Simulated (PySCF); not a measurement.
## TeS: script and output

The script input.py:

```python
from pyscf import gto, scf
from pyscf.geomopt.geometric_solver import optimize

mol = gto.M(
    atom='Te 0 0 0; S 0 0 2.42',
    basis='lanl2dz',
    ecp={'Te': 'lanl2dz', 'S': 'lanl2dz'},
    charge=0,
    spin=2,
    verbose=4,
)
mf = scf.UHF(mol)
mf.kernel()
mol_eq = optimize(mf, maxsteps=30)
print('optimised geometry (angstrom)')
print(mol_eq.tostring('raw'))
print('orbital energies (hartree):', [e[max(0, n-3):n+3].round(4) for e, n in zip(mf.mo_energy, mol.nelec)])
```

```bash
$ OMP_NUM_THREADS=1 python input.py
```

The log (some set-up lines and the per-cycle HOMO/LUMO lines with their warnings removed):

```
PySCF version 2.14.0

[INPUT] Symbol           X                Y                Z      unit          X                Y                Z       unit  Magmom
[INPUT]  1 Te     0.000000000000   0.000000000000   0.000000000000 AA    0.000000000000   0.000000000000   0.000000000000 Bohr   0.0
[INPUT]  2 S      0.000000000000   0.000000000000   2.420000000000 AA    0.000000000000   0.000000000000   4.573137221447 Bohr   0.0

nuclear repulsion = 7.87205768310744
number of shells = 8
number of NR pGTOs = 24
number of NR cGTOs = 16
basis = lanl2dz
ecp = {'Te': 'lanl2dz', 'S': 'lanl2dz'}

******** <class 'pyscf.scf.uhf.UHF'> ********
method = UHF
initial guess = minao
damping factor = 0
level_shift factor = 0
DIIS = <class 'pyscf.scf.diis.CDIIS'>
SCF conv_tol = 1e-09
SCF max_cycles = 50
number electrons alpha = 7  beta = 5
init E= -11.959032288509

cycle= 1 E= -17.5843697125714  delta_E= -5.63  |g|= 0.399  |ddm|=    3
cycle= 2 E= -17.629869403689  delta_E= -0.0455  |g|= 0.332  |ddm|= 0.814
cycle= 3 E= -17.7237032221779  delta_E= -0.0938  |g|= 0.0322  |ddm|= 0.386
cycle= 4 E= -17.7253071323419  delta_E= -0.0016  |g|= 0.0113  |ddm|= 0.067
cycle= 5 E= -17.7256095907574  delta_E= -0.000302  |g|= 0.00465  |ddm|= 0.0333
cycle= 6 E= -17.7257343801323  delta_E= -0.000125  |g|= 0.00397  |ddm|= 0.0184
cycle= 7 E= -17.725897527538  delta_E= -0.000163  |g|= 0.00294  |ddm|= 0.0309
cycle= 8 E= -17.7260096109267  delta_E= -0.000112  |g|= 0.00194  |ddm|= 0.0324
cycle= 9 E= -17.7260587083418  delta_E= -4.91e-05  |g|= 0.00163  |ddm|= 0.0175
cycle= 10 E= -17.7261273899158  delta_E= -6.87e-05  |g|= 0.00107  |ddm|= 0.0315
cycle= 11 E= -17.7261782116954  delta_E= -5.08e-05  |g|= 0.000332  |ddm|= 0.0482
cycle= 12 E= -17.7261813074852  delta_E= -3.1e-06  |g|= 7.66e-05  |ddm|= 0.0137
cycle= 13 E= -17.7261813347594  delta_E= -2.73e-08  |g|= 4.19e-05  |ddm|= 0.00142
cycle= 14 E= -17.7261813378572  delta_E= -3.1e-09  |g|= 1.11e-05  |ddm|= 0.000293
cycle= 15 E= -17.7261813383932  delta_E= -5.36e-10  |g|= 1.69e-06  |ddm|= 0.000201
Extra cycle  E= -17.726181338395  delta_E= -1.84e-12  |g|= 1.11e-06  |ddm|= 3.14e-06
converged SCF energy = -17.726181338395  <S^2> = 2.0162694  2S+1 = 3.0108267
Create scanner for <class 'pyscf.grad.uhf.Gradients'>
Create scanner for <class 'pyscf.scf.uhf.UHF'>
input.py

Current date and time:

#|     Arguments passed to driver run_optimizer():      |#
customengine              <pyscf.geomopt.geometric_solver.PySCFEngine object>
logIni                    <dir>
maxiter                   30
----------------------------------------------------------
Custom engine selected.
Bonds will be generated from interatomic distances less than 1.20 times sum of covalent radii
6 internal coordinates being used (instead of 6 Cartesians)
Internal coordinate system (atoms numbered from 1):
Distance 1-2
Translation-X 1-2
Translation-Y 1-2
Translation-Z 1-2
Rotation-A 1-2
Rotation-B 1-2
Rotation-C 1-2
<class 'geometric.internal.Distance'> : 1
<class 'geometric.internal.TranslationX'> : 1
<class 'geometric.internal.TranslationY'> : 1
<class 'geometric.internal.TranslationZ'> : 1
<class 'geometric.internal.RotationA'> : 1
<class 'geometric.internal.RotationB'> : 1
<class 'geometric.internal.RotationC'> : 1
> ===== Optimization Info: ====
> Job type: Energy minimization
> Maximum number of optimization cycles: 30
> Initial / maximum trust radius (Angstrom): 0.100 / 0.300
> Convergence Criteria:
> Will converge when all 5 criteria are reached:
>  |Delta-E| < 1.00e-06
>  RMS-Grad  < 3.00e-04
>  Max-Grad  < 4.50e-04
>  RMS-Disp  < 1.20e-03
>  Max-Disp  < 1.80e-03
> === End Optimization Info ===

Geometry optimization cycle 1
Cartesian coordinates (Angstrom)
 Atom        New coordinates             dX        dY        dZ
  Te   0.000000   0.000000   0.000000    0.000000  0.000000  0.000000
   S   0.000000   0.000000   2.420000    0.000000  0.000000  0.000000

WARN: Mole.unit (angstrom) is changed to Bohr

New geometry
   1 Te     0.000000000000   0.000000000000   0.000000000000 AA    0.000000000000   0.000000000000   0.000000000000 Bohr
   2 S      0.000000000000   0.000000000000   2.420000000000 AA    0.000000000000   0.000000000000   4.573137221447 Bohr

******** <class 'pyscf.scf.hf.UHF_Scanner'> ********
method = UHF_Scanner
initial guess = minao
damping factor = 0
level_shift factor = 0
DIIS = <class 'pyscf.scf.diis.CDIIS'>
SCF conv_tol = 1e-09
SCF max_cycles = 50
number electrons alpha = 7  beta = 5
init E= -17.726181338395
cycle= 1 E= -17.7261813383959  delta_E= -8.78e-13  |g|= 1.12e-06  |ddm|= 2.5e-06
Extra cycle  E= -17.7261813383965  delta_E= -6.29e-13  |g|= 8.23e-07  |ddm|= 2.26e-06
converged SCF energy = -17.7261813383965  <S^2> = 2.0162694  2S+1 = 3.0108268

******** <class 'pyscf.grad.rhf.Gradients_Scanner'> for <class 'pyscf.scf.hf.UHF_Scanner'> ********
unit = Eh/Bohr
--------------- UHF_Scanner gradients ---------------
         x                y                z
0 Te     0.0000000000    -0.0000000000    -0.0341373540
1 S    -0.0000000000     0.0000000000     0.0341373540
----------------------------------------------
cycle 1: E = -17.7261813384  dE = -17.7262  norm(grad) = 0.0482775
Step    0 : Gradient = 3.414e-02/3.414e-02 (rms/max) Energy = -17.7261813384
Hessian Eigenvalues: 5.00000e-02 5.00000e-02 5.00000e-02 ... 5.00000e-02 5.00000e-02 1.10295e-01

Geometry optimization cycle 2
Cartesian coordinates (Angstrom)
 Atom        New coordinates             dX        dY        dZ
  Te  -0.000000   0.000000   0.081893   -0.000000  0.000000  0.081893
   S   0.000000  -0.000000   2.338107    0.000000 -0.000000 -0.081893
New geometry
   1 Te    -0.000000000000   0.000000000000   0.081892939398 AA   -0.000000000000   0.000000000000   0.154755226998 Bohr
   2 S      0.000000000000  -0.000000000000   2.338107060602 AA    0.000000000000  -0.000000000000   4.418381994449 Bohr

******** <class 'pyscf.scf.hf.UHF_Scanner'> ********
method = UHF_Scanner
initial guess = minao
damping factor = 0
level_shift factor = 0
DIIS = <class 'pyscf.scf.diis.CDIIS'>
SCF conv_tol = 1e-09
SCF max_cycles = 50
number electrons alpha = 7  beta = 5
init E= -17.7739596344814
cycle= 1 E= -17.7285052260046  delta_E= 0.0455  |g|= 0.0145  |ddm|= 0.106
cycle= 2 E= -17.7287025700183  delta_E= -0.000197  |g|= 0.0028  |ddm|= 0.0268
cycle= 3 E= -17.728721110711  delta_E= -1.85e-05  |g|= 0.00165  |ddm|= 0.00711
cycle= 4 E= -17.7287319823909  delta_E= -1.09e-05  |g|= 0.00162  |ddm|= 0.00442
cycle= 5 E= -17.728741554198  delta_E= -9.57e-06  |g|= 0.0012  |ddm|= 0.00462
cycle= 6 E= -17.728758175186  delta_E= -1.66e-05  |g|= 0.000422  |ddm|= 0.014
cycle= 7 E= -17.7287597351456  delta_E= -1.56e-06  |g|= 0.000128  |ddm|= 0.00524
cycle= 8 E= -17.728759809865  delta_E= -7.47e-08  |g|= 6.79e-05  |ddm|= 0.000582
cycle= 9 E= -17.7287598405757  delta_E= -3.07e-08  |g|= 1.64e-05  |ddm|= 0.000563
cycle= 10 E= -17.7287598423114  delta_E= -1.74e-09  |g|= 1.21e-06  |ddm|= 0.000172
cycle= 11 E= -17.7287598423163  delta_E= -4.92e-12  |g|= 1.81e-07  |ddm|= 8.58e-06
Extra cycle  E= -17.7287598423163  delta_E= -4.62e-14  |g|= 7.6e-08  |ddm|= 5.02e-07
converged SCF energy = -17.7287598423163  <S^2> = 2.0149799  2S+1 = 3.00997

******** <class 'pyscf.grad.rhf.Gradients_Scanner'> for <class 'pyscf.scf.hf.UHF_Scanner'> ********
unit = Eh/Bohr
--------------- UHF_Scanner gradients ---------------
         x                y                z
0 Te     0.0000000000    -0.0000000000     0.0237897141
1 S    -0.0000000000     0.0000000000    -0.0237897141
----------------------------------------------
cycle 2: E = -17.7287598423  dE = -0.0025785  norm(grad) = 0.0336437
Step    1 : Displace = 8.189e-02/8.189e-02 (rms/max) Trust = 1.000e-01 (=) Grad = 2.379e-02/2.379e-02 (rms/max) E (change) = -17.7287598423 (-2.579e-03) Quality = 0.488
Hessian Eigenvalues: 5.00000e-02 5.00000e-02 5.00000e-02 ... 5.00000e-02 5.00000e-02 1.87157e-01

Geometry optimization cycle 3
Cartesian coordinates (Angstrom)
 Atom        New coordinates             dX        dY        dZ
  Te  -0.000000   0.000000   0.048261    0.000000  0.000000 -0.033632
   S   0.000000  -0.000000   2.371739   -0.000000 -0.000000  0.033632
New geometry
   1 Te    -0.000000000000   0.000000000000   0.048260827863 AA   -0.000000000000   0.000000000000   0.091199747206 Bohr
   2 S      0.000000000000  -0.000000000000   2.371739172137 AA    0.000000000000  -0.000000000000   4.481937474242 Bohr

******** <class 'pyscf.scf.hf.UHF_Scanner'> ********
method = UHF_Scanner
initial guess = minao
damping factor = 0
level_shift factor = 0
DIIS = <class 'pyscf.scf.diis.CDIIS'>
SCF conv_tol = 1e-09
SCF max_cycles = 50
number electrons alpha = 7  beta = 5
init E= -17.7140072819785
cycle= 1 E= -17.7298710758032  delta_E= -0.0159  |g|= 0.00553  |ddm|= 0.0465
cycle= 2 E= -17.7298973232755  delta_E= -2.62e-05  |g|= 0.000939  |ddm|= 0.0097
cycle= 3 E= -17.7298984920688  delta_E= -1.17e-06  |g|= 0.000547  |ddm|= 0.00227
cycle= 4 E= -17.7298989455053  delta_E= -4.53e-07  |g|= 0.000294  |ddm|= 0.000874
cycle= 5 E= -17.729899238874  delta_E= -2.93e-07  |g|= 0.000218  |ddm|= 0.000773
cycle= 6 E= -17.7298996221304  delta_E= -3.83e-07  |g|= 0.000155  |ddm|= 0.00131
cycle= 7 E= -17.7298999480326  delta_E= -3.26e-07  |g|= 7.44e-05  |ddm|= 0.00198
cycle= 8 E= -17.729900007687  delta_E= -5.97e-08  |g|= 4.39e-05  |ddm|= 0.000765
cycle= 9 E= -17.7299000335113  delta_E= -2.58e-08  |g|= 1.42e-05  |ddm|= 0.000619
cycle= 10 E= -17.7299000361591  delta_E= -2.65e-09  |g|= 1.14e-06  |ddm|= 0.000262
cycle= 11 E= -17.7299000361643  delta_E= -5.2e-12  |g|= 2.31e-07  |ddm|= 9.95e-06
Extra cycle  E= -17.7299000361644  delta_E= -9.24e-14  |g|= 1.06e-07  |ddm|= 5.16e-07
converged SCF energy = -17.7299000361644  <S^2> = 2.0155708  2S+1 = 3.0103627

******** <class 'pyscf.grad.rhf.Gradients_Scanner'> for <class 'pyscf.scf.hf.UHF_Scanner'> ********
unit = Eh/Bohr
--------------- UHF_Scanner gradients ---------------
         x                y                z
0 Te    -0.0000000000     0.0000000000    -0.0046289351
1 S     0.0000000000    -0.0000000000     0.0046289351
----------------------------------------------
cycle 3: E = -17.7299000362  dE = -0.00114019  norm(grad) = 0.0065463
Step    2 : Displace = 3.363e-02/3.363e-02 (rms/max) Trust = 1.000e-01 (=) Grad = 4.629e-03/4.629e-03 (rms/max) E (change) = -17.7299000362 (-1.140e-03) Quality = 0.754
Hessian Eigenvalues: 5.00000e-02 5.00000e-02 5.00000e-02 ... 5.00000e-02 5.00000e-02 2.23574e-01

Geometry optimization cycle 4
Cartesian coordinates (Angstrom)
 Atom        New coordinates             dX        dY        dZ
  Te   0.000000   0.000000   0.053739    0.000000 -0.000000  0.005478
   S  -0.000000  -0.000000   2.366261   -0.000000  0.000000 -0.005478
New geometry
   1 Te     0.000000000000   0.000000000000   0.053738951014 AA    0.000000000000   0.000000000000   0.101551899638 Bohr
   2 S     -0.000000000000  -0.000000000000   2.366261048986 AA   -0.000000000000  -0.000000000000   4.471585321809 Bohr

******** <class 'pyscf.scf.hf.UHF_Scanner'> ********
method = UHF_Scanner
initial guess = minao
damping factor = 0
level_shift factor = 0
DIIS = <class 'pyscf.scf.diis.CDIIS'>
SCF conv_tol = 1e-09
SCF max_cycles = 50
number electrons alpha = 7  beta = 5
init E= -17.7326819483011
cycle= 1 E= -17.7299524648747  delta_E= 0.00273  |g|= 0.000917  |ddm|= 0.0073
cycle= 2 E= -17.7299532045487  delta_E= -7.4e-07  |g|= 0.000154  |ddm|= 0.00164
cycle= 3 E= -17.7299532412623  delta_E= -3.67e-08  |g|= 8.42e-05  |ddm|= 0.000376
cycle= 4 E= -17.7299532557873  delta_E= -1.45e-08  |g|= 5.98e-05  |ddm|= 0.000156
cycle= 5 E= -17.7299532676673  delta_E= -1.19e-08  |g|= 4.5e-05  |ddm|= 0.000152
cycle= 6 E= -17.7299532865409  delta_E= -1.89e-08  |g|= 2.96e-05  |ddm|= 0.000325
cycle= 7 E= -17.7299532984687  delta_E= -1.19e-08  |g|= 1.26e-05  |ddm|= 0.000408
cycle= 8 E= -17.7299532999783  delta_E= -1.51e-09  |g|= 7.22e-06  |ddm|= 0.00012
cycle= 9 E= -17.7299533005765  delta_E= -5.98e-10  |g|= 1.95e-06  |ddm|= 9.4e-05
Extra cycle  E= -17.7299533005883  delta_E= -1.18e-11  |g|= 1.51e-06  |ddm|= 5.36e-06
converged SCF energy = -17.7299533005883  <S^2> = 2.0154811  2S+1 = 3.010303

******** <class 'pyscf.grad.rhf.Gradients_Scanner'> for <class 'pyscf.scf.hf.UHF_Scanner'> ********
unit = Eh/Bohr
--------------- UHF_Scanner gradients ---------------
         x                y                z
0 Te     0.0000000000     0.0000000000    -0.0004867811
1 S    -0.0000000000    -0.0000000000     0.0004867811
----------------------------------------------
cycle 4: E = -17.7299533006  dE = -5.32644e-05  norm(grad) = 0.000688412
Step    3 : Displace = 5.478e-03/5.478e-03 (rms/max) Trust = 1.414e-01 (+) Grad = 4.868e-04/4.868e-04 (rms/max) E (change) = -17.7299533006 (-5.326e-05) Quality = 1.112
Hessian Eigenvalues: 5.00000e-02 5.00000e-02 5.00000e-02 ... 5.00000e-02 5.00000e-02 2.00062e-01

Geometry optimization cycle 5
Cartesian coordinates (Angstrom)
 Atom        New coordinates             dX        dY        dZ
  Te   0.000000  -0.000000   0.054383   -0.000000 -0.000000  0.000644
   S  -0.000000   0.000000   2.365617    0.000000  0.000000 -0.000644
New geometry
   1 Te     0.000000000000  -0.000000000000   0.054382733614 AA    0.000000000000  -0.000000000000   0.102768472435 Bohr
   2 S     -0.000000000000   0.000000000000   2.365617266386 AA   -0.000000000000   0.000000000000   4.470368749012 Bohr

******** <class 'pyscf.scf.hf.UHF_Scanner'> ********
method = UHF_Scanner
initial guess = minao
damping factor = 0
level_shift factor = 0
DIIS = <class 'pyscf.scf.diis.CDIIS'>
SCF conv_tol = 1e-09
SCF max_cycles = 50
number electrons alpha = 7  beta = 5
init E= -17.7302731993578
cycle= 1 E= -17.729953867732  delta_E= 0.000319  |g|= 0.000108  |ddm|= 0.000864
cycle= 2 E= -17.7299538779079  delta_E= -1.02e-08  |g|= 1.81e-05  |ddm|= 0.000192
cycle= 3 E= -17.729953878422  delta_E= -5.14e-10  |g|= 9.95e-06  |ddm|= 4.43e-05
Extra cycle  E= -17.7299538786306  delta_E= -2.09e-10  |g|= 9.49e-06  |ddm|= 2.3e-05
converged SCF energy = -17.7299538786306  <S^2> = 2.0154692  2S+1 = 3.0102951

******** <class 'pyscf.grad.rhf.Gradients_Scanner'> for <class 'pyscf.scf.hf.UHF_Scanner'> ********
unit = Eh/Bohr
--------------- UHF_Scanner gradients ---------------
         x                y                z
0 Te    -0.0000000000    -0.0000000000     0.0000126392
1 S     0.0000000000     0.0000000000    -0.0000126392
----------------------------------------------
cycle 5: E = -17.7299538786  dE = -5.78042e-07  norm(grad) = 1.78745e-05
Step    4 : Displace = 6.438e-04/6.438e-04 (rms/max) Trust = 2.000e-01 (+) Grad = 1.264e-05/1.264e-05 (rms/max) E (change) = -17.7299538786 (-5.780e-07) Quality = 0.976
Hessian Eigenvalues: 5.00000e-02 5.00000e-02 5.00000e-02 ... 5.00000e-02 5.00000e-02 2.00062e-01
Converged! =D

    #| If this code has benefited your research, please support us by citing: |#
    #| Wang, L.-P.; Song, C.C. (2016) "Geometry optimization made simple with |#
    #| translation and rotation coordinates", J. Chem, Phys. 144, 214108.     |#
    #|                                     |#
optimised geometry (angstrom)
Te          0.00000000       -0.00000000        0.05438273
S          -0.00000000        0.00000000        2.36561727
orbital energies (hartree): [array([-0.4416, -0.3699, -0.3699,  0.0198,  0.4365,  0.4389]), array([-0.4136, -0.3345, -0.3345, -0.0458, -0.0458,  0.0532])]
```

In short: E(SCF) = -17.726181 Eh, 15 cycles, ⟨S²⟩ = 2.016, all at the start geometry; optimised bond 2.311 Å with E = -17.729954 Eh after 5 steps.

Hardware: Arm Neoverse V1, 1 thread, shared host. Wall time 1.5 s, peak memory 0.13 GiB.

The last line lists the levels of the start geometry. No search for the lowest solution was made.
